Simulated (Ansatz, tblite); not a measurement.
Species of one formula, Be$_{4}$Se$_{4}$ (singlet), each relaxed with PBE0-D4/def2-SVP in Ansatz.

The xTB rows come from tblite. Correlated methods freeze 36 core orbitals; core or outer-core shells of Se are correlated, in sets that lack core-valence functions.

Other spin states weren't relaxed.

A: (BeSe)4 ring (Be₄Se₄)

B: (BeSe)4 cube (Be₄Se₄)

Task: Estimate their order by electronic energy at B2PLYP/def2-TZVP, counted from the lowest.

Result: B (0.0) < A (5.6), in kcal/mol.

Task: Do the other levels pick the same lowest one?

Result: Not GFN2-xTB, HF/def2-TZVP. Energies above each level's lowest (kcal/mol):

```tsv
level	A	B
GFN1-xTB	1.2	0.0
GFN2-xTB	0.0	22.8
HF/STO-3G	10.9	0.0
HF/def2-TZVP	0.0	10.4
PBE-D4/def2-SVP	19.4	0.0
PBE-D4/def2-TZVP	21.5	0.0
r2SCAN-D4/def2-TZVP	14.4	0.0
r2SCANh-D4/def2-TZVP	15.4	0.0
PBE0-D4/def2-SVP	19.5	0.0
PBE0-D4/def2-TZVP	21.8	0.0
B2PLYP/def2-TZVP	5.6	0.0
RPA@PBE/def2-TZVP	9.2	0.0
MP2/def2-TZVP	16.0	0.0
```
Point groups (tolerance 0.1 Å): A D2d, B Td. From def2-SVP to def2-TZVP the PBE0 values move by up to 2.2 kcal/mol, so results in the small set are rough.
